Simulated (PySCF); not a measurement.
Radiative rates from a computed spectrum

Species: CH7BN2.
SMILES: `CNBN`

Method used: TDDFT CAM-B3LYP/def2-SVPD, vertical, gas phase, core orbitals frozen in the response (PySCF 2.14.0, density-fitted response routines). Geometry: PBE0-D3(BJ)/def2-SVP, one conformer, isolated molecule. Torsions of this conformer, `[CH3:1][NH:2][BH:3][NH2:4]`: C1–N2–B3–N4 180°, H–N4–B3–N2 180°, H–N4–B3–N2 0°.

Relations used (vacuum, state to state): A = 0.6670 f ν̃² s⁻¹ (ν̃ in cm⁻¹); τ = 1/A; f = (2/3) ΔE |μ|² in atomic units; ∫σ dE = 109.76 f Mb·eV.

The rates are for emission to S0 at the absorption energy, with no other channel.

Energies and rates of the computed singlets with f of 0.002 or more:

| state | λ (nm) | A (s⁻¹) |
| --- | --- | --- |
| S1 | 207.9 | 5.29×10⁶ |
| S2 | 185.7 | 1.25×10⁷ |
| S3 | 174.6 | 1.35×10⁷ |
| S4 | 169.3 | 4.98×10⁸ |
| S5 | 157.4 | 1.48×10⁸ |
| S6 | 151.2 | 7.09×10⁶ |
| S7 | 147.8 | 1.20×10⁷ |
| S8 | 143.8 | 1.49×10⁷ |
| S9 | 143.1 | 3.50×10⁸ |

Go back from the rates to the oscillator strengths and transition dipoles.

f = A / (0.6670 ν̃²), and |μ| follows from f:

| state | f | \|μ\| (D) | τ | main configurations (H = HOMO, L = LUMO) |
| --- | --- | --- | --- | --- |
| S1 | 0.0034 | 0.39 | 190 ns | H→L (87%) |
| S2 | 0.0065 | 0.51 | 80 ns | H→L+1 (77%) |
| S3 | 0.0062 | 0.48 | 74 ns | H→L+2 (82%) |
| S4 | 0.214 | 2.77 | 2 ns | H→L+3 (97%) |
| S5 | 0.055 | 1.36 | 6.7 ns | H→L+4 (53%), H-1→L (22%), H→L+1 (8%) |
| S6 | 0.0024 | 0.28 | 140 ns | H→L+5 (67%), H-1→L+2 (12%) |
| S7 | 0.0039 | 0.35 | 83 ns | H-1→L (58%), H→L+4 (33%) |
| S8 | 0.0046 | 0.38 | 67 ns | H→L+6 (90%) |
| S9 | 0.107 | 1.81 | 2.9 ns | H→L+7 (93%) |

How much energy does a mole of photons resonant with S4 carry?

7.325 eV × 96.485 = 707 kJ/mol (169 kcal/mol).

Suppose S1 emitted 0.3 eV lower with the same transition dipole. How would A change?

At fixed |μ|, A goes as the cube of the energy: (5.66/5.96)³ = 0.86, which makes τ about 220 ns.

What is the integrated cross-section of all computed states together?

Σf = 0.403 over S1 to S10, so 109.76 × Σf ≈ 44.3 Mb·eV.

From S10 up the states lie above the vertical ionisation energy of 8.80 eV (ΔSCF), that is within the continuum, which a finite basis only mimics.
